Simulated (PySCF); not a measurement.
Isomers of C5H8O2SSi, mass 160.001 u with the commonest isotopes. Computed with PBE0/pcSseg-1 in PySCF (dipole) on a GFN2-xTB geometry, gas phase. One conformer each, none proved a minimum here; rigid rotors.

**Question.** Order these by dipole moment, largest first.
A. `[O:1]=[CH:2]/[CH:3]=[CH:4]/[Si@H:5]1[O:6][CH2:7][CH2:8][S:9]1` with O1–C2–C3–C4 -178°, C3–C4–Si5–O6 -4°, C4–Si5–O6–C7 133°, Si5–O6–C7–C8 -38°, O6–C7–C8–S9 44°, C7–C8–S9–Si5 -29°
B. `[O:1]=[CH:2][O:3]/[CH:4]=[C:5]1/[CH2:6][CH2:7][SiH2:8][S:9]1` with O1–C2–O3–C4 0°, C2–O3–C4–C5 178°, C4–C5–C6–C7 137°, C5–C6–C7–Si8 44°, C6–C7–Si8–S9 -27°, C7–Si8–S9–C5 5°
C. `[CH3:1][S:2][Si@H:3]([OH:4])[C:5]#[C:6][C:7]([CH3:8])=[O:9]` with C1–S2–Si3–O4 176°, S2–Si3–O4–H -25°
D. `[CH:1]#[C:2][C:3](=[O:4])[O:5][Si@H:6]([CH3:7])[S:8][CH3:9]` with C2–C3–O5–Si6 179°, C3–O5–Si6–C7 -64°, O5–Si6–S8–C9 178°

**Answer.** B (3.15 D), A (2.81 D), C (1.87 D), D (1.16 D).

**Question.** Order these by radius of gyration √(Σ m r²/M), smallest first.
A. `[O:1]=[CH:2][O:3]/[CH:4]=[C:5]1/[CH2:6][CH2:7][SiH2:8][S:9]1` with O1–C2–O3–C4 0°, C2–O3–C4–C5 178°, C4–C5–C6–C7 137°, C5–C6–C7–Si8 44°, C6–C7–Si8–S9 -27°, C7–Si8–S9–C5 5°
B. `[CH3:1][S:2][Si@H:3]([OH:4])[C:5]#[C:6][C:7]([CH3:8])=[O:9]` with C1–S2–Si3–O4 176°, S2–Si3–O4–H -25°
C. `[O:1]=[CH:2]/[CH:3]=[CH:4]/[Si@H:5]1[O:6][CH2:7][CH2:8][S:9]1` with O1–C2–C3–C4 -178°, C3–C4–Si5–O6 -4°, C4–Si5–O6–C7 133°, Si5–O6–C7–C8 -38°, O6–C7–C8–S9 44°, C7–C8–S9–Si5 -29°

**Answer.** A (2.503 Å), C (2.532 Å), B (2.686 Å).

**Question.** Order these by out-of-plane moment Σ m c² = (Ia + Ib − Ic)/2, largest first.
A. `[CH3:1][S:2][Si@H:3]([OH:4])[C:5]#[C:6][C:7]([CH3:8])=[O:9]` with C1–S2–Si3–O4 176°, S2–Si3–O4–H -25°
B. `[O:1]=[CH:2][O:3]/[CH:4]=[C:5]1/[CH2:6][CH2:7][SiH2:8][S:9]1` with O1–C2–O3–C4 0°, C2–O3–C4–C5 178°, C4–C5–C6–C7 137°, C5–C6–C7–Si8 44°, C6–C7–Si8–S9 -27°, C7–Si8–S9–C5 5°
C. `[CH:1]#[C:2][C:3](=[O:4])[O:5][Si@H:6]([CH3:7])[S:8][CH3:9]` with C2–C3–O5–Si6 179°, C3–O5–Si6–C7 -64°, O5–Si6–S8–C9 178°
D. `[O:1]=[CH:2]/[CH:3]=[CH:4]/[Si@H:5]1[O:6][CH2:7][CH2:8][S:9]1` with O1–C2–C3–C4 -178°, C3–C4–Si5–O6 -4°, C4–Si5–O6–C7 133°, Si5–O6–C7–C8 -38°, O6–C7–C8–S9 44°, C7–C8–S9–Si5 -29°

**Answer.** D (80.29 u·Å²), A (40.77 u·Å²), C (30.01 u·Å²), B (17.08 u·Å²).

```tsv
SMILES	point group	Ia (u·Å²)	Ib (u·Å²)	Ic (u·Å²)	κ	μa (D)	μb (D)	μc (D)
O=CO/C=C1/CC[SiH2]S1	C1	160.74	858.91	985.48	-0.94	3.03	0.82	0.24
O=C/C=C/[Si@H]1OCCS1	C1	210.08	895.84	945.35	-0.97	2.75	0.15	0.56
CS[Si@H](O)C#CC(C)=O	C1	283.57	911.36	1113.38	-0.85	0.35	1.37	1.22
C#CC(=O)O[Si@H](C)SC	C1	199.06	833.82	972.86	-0.91	0.93	0.13	0.68
```
